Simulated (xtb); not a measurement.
C2H6Zn, charge -1, doublet, at a GFN2-xTB geometry (such geometries of metal compounds can be far from the true shape) (a state made from the parent by changing its charge; the spin is typed, not shown lowest); xtb with GFN2-xTB with GBSA(acetonitrile).

The xtb input:
```
$ xtb mol.xyz --gfn 2 --chrg -1 --uhf 1 --gbsa acetonitrile --json

# file mol.xyz
9

Zn     0.17759845    -0.49094132     0.13229608
C      1.32147960     0.97021973    -1.47352980
H      2.31271718     0.65165162    -1.82828766
H      1.45764629     1.96698810    -1.03361241
H      0.70453769     1.11057171    -2.37174891
C     -1.85600265     0.51046515     1.07390291
H     -2.76985616    -0.08881283     0.94903778
H     -2.04018173     1.46487311     0.56600317
H     -1.78567864     0.73885854     2.14748685
```

The log (banner, timings and long lists left out):

```
   ID    Z sym.   atoms
    1   30 Zn     1
    2    6 C      2, 6
    3    1 H      3-5, 7-9

           -------------------------------------------------
          |                Calculation Setup                |
           -------------------------------------------------

molecular fragmentation (1/2 indicates fragments):
111122222
# atoms in fragment 1/2:     4     5
 fragment masses (1/2) :       79.40       16.04
CMA distance (Bohr)    :   4.768
constraining FC (au)   :  0.0500

           -------------------------------------------------
          |                 G F N 2 - x T B                 |
           -------------------------------------------------

      * Solvation model:               GBSA
        Solvent                        acetonitrile
        Parameter file                 internal GFN2-xTB/GBSA
        Dielectric constant                3.7500E+01
        Reference state                gsolv [1 M gas/solution]
        Free energy shift                  2.0473E-03 Eh       1.2847E+00 kcal/mol
        Temperature                        2.9815E+02 K
        Density                            7.8600E-01 kg/L
        Solvent mass                       4.1050E+01 g/mol
        Interaction kernel             Still
        Born radius scaling (c1)           1.5800E+00
        Born radii integrator          GBOBC
        Born offset                        1.3788E-02 a0       2.6056E-02 AA
        H-bond correction              true
        Ion screening                  false
        Surface tension                    1.0000E-05 Eh       1.5569E+01 dyn/cm
        Grid points                               230 per atom

          ...................................................
          :                      SETUP                      :
          :.................................................:
          :  # basis functions                  18          :
          :  # atomic orbitals                  18          :
          :  # shells                           12          :
          :  # electrons                        17          :
          :  max. iterations                   250          :
          :  Hamiltonian                  GFN2-xTB          :
          :  restarted?                      false          :
          :  GBSA solvation                   true          :
          :  PC potential                    false          :
          :  electronic temp.          300.0000000     K    :
          :  accuracy                    1.0000000          :
          :  -> integral cutoff          0.2500000E+02      :
          :  -> integral neglect         0.1000000E-07      :
          :  -> SCF convergence          0.1000000E-05 Eh   :
          :  -> wf. convergence          0.1000000E-03 e    :
          :  Broyden damping             0.4000000          :
          :  net charge                         -1          :
          :  unpaired electrons                  1          :
          ...................................................

 iter      E             dE          RMSdq      gap      omega  full diag
   1     -8.0332688 -0.803327E+01  0.819E+00    3.75       0.0  T
   2     -8.0817079 -0.484391E-01  0.268E+00    5.28       1.0  T
   3     -8.1151531 -0.334452E-01  0.279E+00    4.71       1.0  T
   4     -8.1347970 -0.196439E-01  0.388E-01    5.24       1.0  T
   5     -8.1349525 -0.155530E-03  0.956E-02    5.27       1.0  T
   6     -8.1349521  0.372088E-06  0.664E-02    5.27       1.0  T
   7     -8.1349546 -0.246260E-05  0.710E-03    5.26       4.7  T
   8     -8.1349549 -0.268996E-06  0.451E-03    5.26       7.4  T
   9     -8.1349546  0.235876E-06  0.639E-03    5.27       5.2  T
  10     -8.1349549 -0.235802E-06  0.354E-04    5.26      94.2  T
  11     -8.1349549  0.529949E-09  0.369E-04    5.26      90.4  T

   *** convergence criteria satisfied after 11 iterations ***

         :::::::::::::::::::::::::::::::::::::::::::::::::::::
         ::                     SUMMARY                     ::
         :::::::::::::::::::::::::::::::::::::::::::::::::::::
         :: total energy              -8.039750051280 Eh    ::
         :: total w/o Gsasa/hb        -8.029828650191 Eh    ::
         :: gradient norm              0.004116917439 Eh/a0 ::
         :: HOMO-LUMO gap              5.264724637571 eV    ::
         ::.................................................::
         :: SCC energy                -8.134953068003 Eh    ::
         :: -> isotropic ES            0.129418653619 Eh    ::
         :: -> anisotropic ES          0.009873322694 Eh    ::
         :: -> anisotropic XC          0.004383674276 Eh    ::
         :: -> dispersion             -0.005329216736 Eh    ::
         :: -> Gsolv                  -0.089574293528 Eh    ::
         ::    -> Gelec               -0.079652892439 Eh    ::
         ::    -> Gsasa               -0.010487362584 Eh    ::
         ::    -> Ghb                 -0.001481313857 Eh    ::
         ::    -> Gshift               0.002047275352 Eh    ::
         :: repulsion energy           0.095203016723 Eh    ::
         :: add. restraining           0.000000000000 Eh    ::
         :: total charge              -1.000000000000 e     ::
         :::::::::::::::::::::::::::::::::::::::::::::::::::::

           -------------------------------------------------
          |                Property Printout                |
           -------------------------------------------------

    * Orbital Energies and Occupations

         #    Occupation            Energy/Eh            Energy/eV
      -------------------------------------------------------------
         1        2.0000           -0.5045919             -13.7306
         2        2.0000           -0.5044642             -13.7272
         3        2.0000           -0.4038987             -10.9906
         4        2.0000           -0.4033893             -10.9768
         5        2.0000           -0.4025930             -10.9551
         6        2.0000           -0.4020133             -10.9393
         7        2.0000           -0.3276265              -8.9152
         8        2.0000           -0.2799659              -7.6183
         9        1.0000           -0.2083467              -5.6694 (HOMO)
        10                         -0.0148716              -0.4047 (LUMO)
        11                          0.0933691               2.5407
        12                          0.1567098               4.2643
        13                          0.2475945               6.7374
        14                          0.2486712               6.7667
        15                          0.2498681               6.7993
        16                          0.2516101               6.8467
        17                          0.2749313               7.4813
        18                          0.3422319               9.3126
      -------------------------------------------------------------
                  HL-Gap            0.1934751 Eh            5.2647 eV
             Fermi-level           -0.1778827 Eh           -4.8404 eV

     #   Z          covCN         q      C6AA      α(0)
     1  30 Zn       0.851     0.061   249.242    36.312
     2   6 C        3.196    -0.219    33.197     9.393
     3   1 H        0.923    -0.096     5.438     3.647
     4   1 H        0.923    -0.108     5.866     3.787
     5   1 H        0.923    -0.107     5.810     3.770
     6   6 C        3.195    -0.219    33.217     9.396
     7   1 H        0.923    -0.100     5.555     3.686
     8   1 H        0.924    -0.110     5.925     3.807
     9   1 H        0.923    -0.101     5.605     3.702

 Mol. C6AA /au·bohr⁶  :       1690.452813
 Mol. C8AA /au·bohr⁸  :      61472.785009
 Mol. α(0) /au        :         77.500066

Wiberg/Mayer (AO) data.
largest (>0.10) Wiberg bond orders for each atom

 ---------------------------------------------------------------------------
     #   Z sym  total        # sym  WBO       # sym  WBO       # sym  WBO
 ---------------------------------------------------------------------------
     1  30 Zn   1.146 --     6 C    0.552     2 C    0.551
     2   6 C    3.599 --     3 H    0.984     5 H    0.978     4 H    0.978
                             1 Zn   0.551     6 C    0.102
     3   1 H    0.991 --     2 C    0.984
     4   1 H    0.988 --     2 C    0.978
     5   1 H    0.989 --     2 C    0.978
     6   6 C    3.600 --     7 H    0.982     9 H    0.981     8 H    0.978
                             1 Zn   0.552     2 C    0.102
     7   1 H    0.990 --     6 C    0.982
     8   1 H    0.988 --     6 C    0.978
     9   1 H    0.990 --     6 C    0.981
 ---------------------------------------------------------------------------

Topologies differ in total number of bonds
Writing topology from bond orders to xtbtopo.mol

molecular dipole:
                 x           y           z       tot (Debye)
 q only:        0.669      -1.845       0.496
   full:        0.384      -1.067       0.289       2.974
molecular quadrupole (traceless):
                xx          xy          yy          xz          yz          zz
 q only:       -6.198      -0.965       6.382      12.813       3.012      -0.184
  q+dip:       -4.672      -0.703       4.774       9.616       2.260      -0.102
   full:       -5.079      -0.409       4.834      10.973       2.907       0.245

           -------------------------------------------------
          | TOTAL ENERGY               -8.039750051280 Eh   |
          | GRADIENT NORM               0.004116917439 Eh/α |
          | HOMO-LUMO GAP               5.264724637571 eV   |
           -------------------------------------------------

normal termination of xtb
```
